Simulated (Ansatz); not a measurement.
Stepwise reaction of `[OH][GeH2][OH]` with hydrogen fluoride, as a gas-phase model of exchange steps in deposition or etching. ΔE in kJ/mol.

Program: Ansatz. Geometries: PBE0-D4/def2-TZVP. ΔE: electronic, gas phase. CCSD(T)/CBS adds triple-zeta CCSD(T) − MP2 to the extrapolated MP2 energy (def2 sets, frozen cores). This one scheme is used for every species. Functionals use def2-TZVPP. B3LYP here is the variant with VWN-RPA as its local correlation; programs differ in this. For Ge outer-core shells are correlated without core-valence functions, which leaves a few kJ/mol of doubt a bond. Scalar relativity is left out up to krypton. One conformer a species, not always the lowest.

| step | reaction | PBE-D4 | B3LYP-D4 | ωB97M-V | CCSD(T)/CBS |
| --- | --- | --- | --- | --- | --- |
| 2 | `[OH][GeH]([OH])[F]` + H–F → `[OH][Ge]([OH])([F])[F]` + H₂ | -39.8 | -43.6 | -44.4 | -39.0 |

Give the row of step 1, `[OH][GeH2][OH]` + H–F → `[OH][GeH]([OH])[F]` + H₂. (Best estimate.)

Computed: 
```json
{"step": "1", "reaction": "`[OH][GeH2][OH]` + H–F → `[OH][GeH]([OH])[F]` + H₂", "PBE-D4": "-65.4", "B3LYP-D4": "-69.9", "ωB97M-V": "-70.4", "CCSD(T)/CBS": "-63.9"}
```

By hand: ΔE of the 2 steps together at CCSD(T)/CBS.

(-63.9) + (-39.0) = -102.9 kJ/mol, or -51.5 kJ/mol a step.

In ΔE each step is higher than the one before. All are downhill at CCSD(T)/CBS. PBE-D4 differs from CCSD(T)/CBS by -1.5 to -0.8 kJ/mol a step. Isolated molecules leave out the surface, adducts and barriers. Largest T1 diagnostic: 0.012.
